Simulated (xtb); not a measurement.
Br4Sn, singlet, geometry from GFN2-xTB (such geometries of metal compounds can be far from the true shape).

The xtb input:
```
$ xtb mol.xyz --gfn 2 --json

# file mol.xyz
5

Br    -0.91186099     2.25519566    -0.77092607
Sn    -0.00000000     0.00000000     0.00000000
Br    -1.75646102    -1.80817005    -0.39634669
Br     0.55773232     0.11338300     2.48752968
Br     2.11058968    -0.56040861    -1.32025692
```

**Question.** Predict the partial charges in atom order from GFN2-xTB (xtb 6.7.1).

**Answer.** Br1 -0.13, Sn2 0.51, Br3 -0.13, Br4 -0.13, Br5 -0.13

**Question.** Predict the dipole moment from GFN2-xTB.

**Answer.** 0.00 D

**Question.** Estimate the HOMO-LUMO gap that GFN2-xTB returns for this input.

**Answer.** 1.31 eV
